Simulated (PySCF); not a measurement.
Cartesian coordinates (Å):
SMILES: C=CC(C)C
```xyz
15

C      2.2499    -0.0279     0.2914
C      1.0638    -0.3445    -0.2073
C     -0.2450     0.2248     0.2406
C     -1.1491    -0.8756     0.7883
C     -0.9281     0.9651    -0.9056
H      3.1637    -0.4783    -0.0787
H      2.3486     0.6981     1.0932
H      1.0031    -1.0779    -1.0122
H     -0.0429     0.9413     1.0454
H     -1.3611    -1.6214     0.0158
H     -0.6819    -1.3896     1.6308
H     -2.1046    -0.4634     1.1233
H     -1.1324     0.2842    -1.7377
H     -0.3018     1.7763    -1.2826
H     -1.8822     1.3889    -0.5813
```
Charge 0, spin multiplicity 1.

Q: Predict the HOMO, dipole moment and total energy from PBE-D3(BJ)/def2-TZVP // PBE0-D3(BJ)/def2-TZVP run with PySCF.

A: 
```
Item                 Result
-------------  ------------
HOMO               -6.26 eV
dipole moment        0.38 D
total energy   -196.3280 Ha
```
